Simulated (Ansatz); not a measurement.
C2H5Te, doublet, at a GFN2-xTB geometry (core potentials on Te). Base run: PBE/def2-SV(P) (Ansatz, a first-principles code).

Input for Ansatz:
Ansatz 0.2 input:
```yaml
crystal:
  periodic: [false, false, false]
  atoms:
    - {symbol: C, position_ang: [1.63628114, -0.16585437, -0.82904269]}
    - {symbol: Te, position_ang: [-0.01981550, -0.03540149, 0.37245588]}
    - {symbol: C, position_ang: [-1.36879903, 0.28716843, -1.27405793]}
    - {symbol: H, position_ang: [2.58924560, -0.26141333, -0.34204773]}
    - {symbol: H, position_ang: [1.62898691, 0.35624616, -1.76957019]}
    - {symbol: H, position_ang: [-1.14282571, 1.22687019, -1.76038651]}
    - {symbol: H, position_ang: [-1.26973041, -0.52249177, -1.98431422]}
    - {symbol: H, position_ang: [-2.38016302, 0.31378203, -0.89278368]}
basis:
  gaussian:
    orbitals: def2-SV_P_.json
hamiltonian:
  xc: pbe
magnetization: {spin_polarized: true, initial_magnetization: 1}
```
The basis file holds def2-SV(P) in the JSON format of the Basis Set Exchange.

The bond that is stretched is that between atoms 5 and 1. A test that says stable can miss a lower solution.

The base run was repeated with changes; each row names its change, and settings that it needs were set with it.

| change | ΔE vs base (eV) | <S^2> | stability test says |
|---|---|---|---|
| base | 0.00 | 0.753 | minimum |
| spin_polarized = on; lower_state_search = off | 0.00 | 0.753 | undecided (no full test) |
| spin_polarized = on; lower_state_search = standard | 0.00 | 0.753 | minimum |
| bond × 1.25 | 0.60 | 0.754 | minimum |
| spin_polarized = on; lower_state_search = off; bond × 1.25 | 0.60 | 0.754 | undecided (no full test) |
| spin_polarized = on; lower_state_search = standard; bond × 1.25 | 0.60 | 0.754 | minimum |
| bond × 1.5 | 1.79 | 0.755 | minimum |
| spin_polarized = on; lower_state_search = off; bond × 1.5 | 1.79 | 0.755 | undecided (no full test) |
| spin_polarized = on; lower_state_search = standard; bond × 1.5 | 1.79 | 0.755 | minimum |
| bond × 1.8 | 3.04 | 0.756 | minimum |
| spin_polarized = on; lower_state_search = off; bond × 1.8 | 3.04 | 0.756 | undecided (no full test) |
| spin_polarized = on; lower_state_search = standard; bond × 1.8 | 3.04 | 0.756 | minimum |
| bond × 2.2 | 3.92 | 0.930 | minimum |
| spin_polarized = on; lower_state_search = off; bond × 2.2 | 3.92 | 0.930 | undecided (no full test) |
| spin_polarized = on; lower_state_search = standard; bond × 2.2 | 3.92 | 0.930 | minimum |
| bond × 3.0 | 4.19 | 0.909 | minimum |
| spin_polarized = on; lower_state_search = off; bond × 3.0 | 4.19 | 0.909 | undecided (no full test) |
| spin_polarized = on; lower_state_search = standard; bond × 3.0 | 4.19 | 0.909 | minimum |

On stretching, the SCF can end on different states; <S^2> shows the spin contamination of each.
